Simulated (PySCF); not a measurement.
AlSiBH6O6

The system: AlSiBH6O6, a molecule drawn as a unit of a network glass or zeolite (built as: Al B3 Si, H ends, O bridges); neutral, singlet. The structure, one conformer, was relaxed in the gas phase by PBE0-D3(BJ)/def2-SVP. No frequency run checks that it is a minimum.

SMILES: OB1O[SiH2][O][Al-]([OH])([OH])[OH+]1

```tsv
atom	x (Å)	y (Å)	z (Å)
O1	-1.008	2.824	0.098
B2	-0.320	1.670	-0.034
O3	0.759	1.582	-0.814
Si4	1.547	0.257	-1.523
O5	1.011	-1.097	-0.800
Al6	-0.125	-1.350	0.494
O7	-1.776	-1.756	0.185
O8	0.509	-1.942	1.968
O9	-0.737	0.505	0.674
H10	-1.703	2.823	0.762
H11	3.000	0.490	-1.306
H12	1.211	0.298	-2.971
H13	-2.135	-2.624	0.373
H14	1.448	-2.069	2.109
H15	-1.690	0.363	0.798
```

Shieldings: GIAO PBE0/pcSseg-1. Shifts are against computed references at the same level: H TMS (σ 31.27 ppm), Si TMS (σ 352.0 ppm). Core levels by delta-SCF with SCAN, pcX-2 on the ionised atom and pcseg-1 elsewhere, spin-free X2C (2p3/2 is the spin-free 2p value less a third of a first-order spin-orbit splitting); from the vacuum level, for chosen atoms.

Problem. Give the NMR and core-level values of the distinct atoms.

Solution. 
```csv
atoms,bonded to,σ (ppm),δ (ppm),core level (eV)
O1,1 B + 1 H,236.9,-,1s 540.05
B2,3 O,85.0,-,1s 199.45
O3,1 B + 1 Si,209.9,-,1s 538.73
Si4,2 O + 2 H,382.8,-30.8,-
O5,1 Al + 1 Si,264.2,-,-
Al6,4 O,498.6,-,2p3/2 80.38
O7,1 Al + 1 H,324.1,-,-
O8,1 Al + 1 H,321.0,-,-
O9,1 Al + 1 B + 1 H,239.3,-,1s 540.92
H10,1 O,28.24,3.03,-
H11,1 Si,26.24,5.03,-
H12,1 Si,26.17,5.10,-
H13,1 O,30.74,0.53,-
H14,1 O,30.39,0.88,-
H15,1 O,26.96,4.31,-
```

Values are those of this one static structure; atoms that internal rotation interchanges would show their mean in an NMR spectrum.

Problem. Which of O1, O3, O9 holds its core electrons tightest, and by how much against the loosest?

Solution. O9 (bonded to 1 Al + 1 B + 1 H), by 2.19 eV over O3 (bonded to 1 B + 1 Si).

Problem. By CAM-B3LYP/def2-SVPD (TDDFT singlets, Tamm-Dancoff triplets, ionisation by delta-SCF), where does absorption start, and what does vertical ionisation take?

Solution. The lowest singlet lies at 7.11 eV (f 0.010), the strongest of the first 6 at 7.99 eV (f 0.056), the lowest triplet at 6.90 eV; vertical ionisation takes 10.66 eV.

The 3 runs behind this took 9 min in all, one thread each of Arm Neoverse V1 on a shared host, launched as `OMP_NUM_THREADS=1 python cluster_run.py task.json out`.
